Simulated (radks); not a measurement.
The numbers below are computed, except where a source is named.
Task: These are the eigenvalues of the occupied orbitals of an atom or ion with whole-number occupations (eV). Code: a radial shooting solver on a logarithmic mesh with Libxc functionals. Model: non-relativistic Kohn-Sham, r2SCAN, spin-polarised, spherical densities, point nucleus; meta-GGA in the generalised Kohn-Sham scheme.

orbital  eigenvalue
1s up     -1275.466
1s down   -1275.382
2s up      -91.6091
2s down    -91.5241
2p up      -57.0718
2p down    -56.9400
3s up      -12.0532

Which element is it, and in what charge state? The configuration may be excited. Open shells, if any, are filled with parallel spins first.

Result: Z = 12, magnesium, charge +1: Mg+ in [Ne] 3s1. The list shows which subshells hold electrons but not how many an open one holds; the 1s level, -46.873 hartree, gives Z - s = 9.7 by -(Z - s)^2/2, which with screening narrows Z to a few neighbours, and the depths of the outer levels then fix element, charge and occupations together.
